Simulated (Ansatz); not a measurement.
Computed with Ansatz.

C2H10OSi2, SMILES `C[SiH2]C[SiH2]O` at its PBE0-D4/def2-TZVP geometry, where that method's forces vanish. Charge 0, multiplicity 1.

```csv
atom,x (Å),y (Å),z (Å)
C1,0.662,-1.251,-1.701
Si2,0.522,-1.408,0.158
C3,0.369,0.268,0.990
Si4,-1.079,1.298,0.435
O5,-1.327,2.630,1.379
H6,1.520,-0.633,-1.977
H7,0.792,-2.233,-2.163
H8,-0.233,-0.793,-2.129
H9,1.722,-2.115,0.689
H10,-0.672,-2.229,0.504
H11,0.283,0.103,2.070
H12,1.298,0.825,0.821
H13,-0.861,1.703,-0.984
H14,-2.338,0.521,0.538
H15,-0.657,3.314,1.370
```

Task: For each bond, give half the difference of the two atoms' forces along it (eV/Å; positive pushes the atoms apart) under PBE-D4, r2SCAN-D4, B3LYP-D4, ωB97M-V in def2-TZVPP. (Best estimate.)

Result: The calculation gave: 
```json
{"bond": "C1–Si2", "length (Å)": "1.871", "PBE-D4": "-0.01", "r2SCAN-D4": "0.01", "B3LYP-D4": "0.12", "ωB97M-V": "0.06"}
{"bond": "C1–H6", "length (Å)": "1.093", "PBE-D4": "0.11", "r2SCAN-D4": "0.00", "B3LYP-D4": "-0.04", "ωB97M-V": "-0.04"}
{"bond": "C1–H7", "length (Å)": "1.092", "PBE-D4": "0.11", "r2SCAN-D4": "-0.01", "B3LYP-D4": "-0.04", "ωB97M-V": "-0.04"}
{"bond": "C1–H8", "length (Å)": "1.093", "PBE-D4": "0.11", "r2SCAN-D4": "-0.01", "B3LYP-D4": "-0.05", "ωB97M-V": "-0.04"}
{"bond": "Si2–C3", "length (Å)": "1.877", "PBE-D4": "0.00", "r2SCAN-D4": "0.01", "B3LYP-D4": "0.09", "ωB97M-V": "0.05"}
{"bond": "Si2–H9", "length (Å)": "1.491", "PBE-D4": "0.06", "r2SCAN-D4": "-0.03", "B3LYP-D4": "-0.13", "ωB97M-V": "-0.13"}
{"bond": "Si2–H10", "length (Å)": "1.490", "PBE-D4": "0.06", "r2SCAN-D4": "-0.02", "B3LYP-D4": "-0.10", "ωB97M-V": "-0.12"}
{"bond": "C3–Si4", "length (Å)": "1.862", "PBE-D4": "-0.05", "r2SCAN-D4": "0.00", "B3LYP-D4": "0.08", "ωB97M-V": "0.02"}
{"bond": "C3–H11", "length (Å)": "1.096", "PBE-D4": "0.11", "r2SCAN-D4": "0.00", "B3LYP-D4": "-0.06", "ωB97M-V": "-0.04"}
{"bond": "C3–H12", "length (Å)": "1.096", "PBE-D4": "0.11", "r2SCAN-D4": "0.01", "B3LYP-D4": "-0.05", "ωB97M-V": "-0.04"}
{"bond": "Si4–O5", "length (Å)": "1.651", "PBE-D4": "0.31", "r2SCAN-D4": "0.04", "B3LYP-D4": "0.13", "ωB97M-V": "0.15"}
{"bond": "Si4–H13", "length (Å)": "1.492", "PBE-D4": "0.01", "r2SCAN-D4": "-0.03", "B3LYP-D4": "-0.11", "ωB97M-V": "-0.13"}
{"bond": "Si4–H14", "length (Å)": "1.483", "PBE-D4": "0.06", "r2SCAN-D4": "-0.02", "B3LYP-D4": "-0.12", "ωB97M-V": "-0.15"}
{"bond": "O5–H15", "length (Å)": "0.958", "PBE-D4": "0.34", "r2SCAN-D4": "0.02", "B3LYP-D4": "-0.01", "ωB97M-V": "-0.06"}
```

B3LYP here is the variant with VWN-RPA as its local correlation; programs differ in this.
